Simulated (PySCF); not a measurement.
# Structure from NMR data

The spectra below were simulated for a compound C3H5FN2Si.

$^{1}$H NMR (400 MHz, computed): δ 8.69 (m, 1H), 5.39 (m, 1H), 5.08 (s, 3H).

$^{13}$C{$^{1}$H} NMR (computed): δ 172.1, 117.6, 81.4.

- structure optimised with GFN2-xTB
- NMR shieldings at PBE0/pcSseg-1/GIAO
- code: PySCF
- fast rotation and ring inversion assumed for equivalent nuclei, one computed conformer, no solvent, no relativistic terms

Referencing at the same level of theory: $^{1}$H (σ = 31.72 ppm), $^{13}$C (σ = 186.93 ppm) vs TMS.

Question: Which candidate is it?
A. N#C[C@@H](F)/C=N\[SiH3]
B. N#C/C(CF)=N\[SiH3]
C. F[SiH2]n1ccnc1
D. N#C/C=C(\F)[SiH2]N
E. F[SiH2]c1c[nH]cn1
F. Fc1ccn([SiH3])n1

Answer: A. 

1. Rings plus π bonds: 3 (no ring in the answer).
2. 3 carbon signals for 3 carbons: no two carbons are equivalent.
3. Carbon types of the structure: 1 × C, 2 × CH, leaving 3 H on heteroatoms.
4. δC 172.1: C=N carbon.
5. δC 117.6: nitrile carbon; this is the usual window of a C≡N carbon, which has no attached hydrogen.
6. δC 81.4: sp3 CH bonded to F, α to a nitrile; deshielded by the electronegative neighbour.
7. δH 8.69: hydrogen on a C=N carbon.
8. δH 5.39: hydrogen on an sp3 CH bonded to F, α to a nitrile; its carbon carries F, which withdraws density.

The others: N#C/C=C(\F)[SiH2]N would give 2 signals for carbon-bound and other non-exchanging H, not 3; Fc1ccn([SiH3])n1 has carbons computed at 177.2, 140.5, 99.4; F[SiH2]n1ccnc1 would give 4 signals for carbon-bound and other non-exchanging H, not 3; F[SiH2]c1c[nH]cn1 has carbons computed at 139.1, 138.2, 129.8; N#C/C(CF)=N\[SiH3] would give 2 signals for carbon-bound and other non-exchanging H, not 3.

Splittings by $^{19}$F in the carbon and heteronuclear signals aren't shown, as no couplings were computed. Shifts are as computed. Against solution values, carbons near 30 ppm lie about +3 ppm off and those near 130 ppm about +5 ppm. Of 1211 compounds with measured shifts, 218 miss one by over three times the rms of a fit or turn the order of signals round; such compounds aren't used in these exercises. No couplings were computed; multiplicities are counted from neighbouring protons, with m where these are inequivalent, close in shift, in a saturated or five-membered ring or joined by F or P, and br s for small geminal =CH2 splittings.
